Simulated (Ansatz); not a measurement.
Basis-set series for C2H8FInS. The species carries charge 0 and has multiplicity 1. In: def2 effective core potential. The bonds changed during the relaxation, so this is another structure than the one it started from. The structure was optimised at the PBE0-D4/def2-TZVP level. It is one conformer, not always the lowest.

Z-matrix (Å, degrees):
```
C
In 1 2.137
H 1 1.090 2 111.6
H 1 1.091 2 109.7 3 121.0
H 1 1.091 2 108.5 3 -120.3
C 2 2.135 1 139.0 3 -6.8
F 2 2.552 1 100.1 3 109.2
S 2 2.498 1 111.1 3 -177.6
H 6 1.090 2 111.6 1 9.7
H 6 1.091 2 108.6 1 130.1
H 6 1.091 2 109.6 1 -111.3
H 7 0.967 2 76.7 1 109.1
H 8 1.343 2 94.4 1 -1.5
```

```json
{"functional": "PBE0-D4", "basis": "def2-SVP", "functions": "126", "energy (Eh)": "-768.64271", "HOMO (eV)": "-7.41", "LUMO (eV)": "-0.39"}
{"functional": "PBE0-D4", "basis": "def2-QZVPP", "functions": "563", "energy (Eh)": "-769.03102", "HOMO (eV)": "-7.57", "LUMO (eV)": "-0.66"}
{"functional": "ωB97M-V", "basis": "def2-SVP", "functions": "126", "energy (Eh)": "-768.80406", "HOMO (eV)": "-9.55", "LUMO (eV)": "1.18"}
{"functional": "ωB97M-V", "basis": "def2-QZVPP", "functions": "563", "energy (Eh)": "-769.20005", "HOMO (eV)": "-9.73", "LUMO (eV)": "0.54"}
```

Give the rows for def2-TZVPP. (Best estimate.)

Computed: 
```tsv
functional	basis	functions	energy (Eh)	HOMO (eV)	LUMO (eV)
PBE0-D4	def2-TZVPP	297	-769.00713	-7.55	-0.58
ωB97M-V	def2-TZVPP	297	-769.17686	-9.71	0.77
```

Positive LUMOs are unbound and depend on the basis.
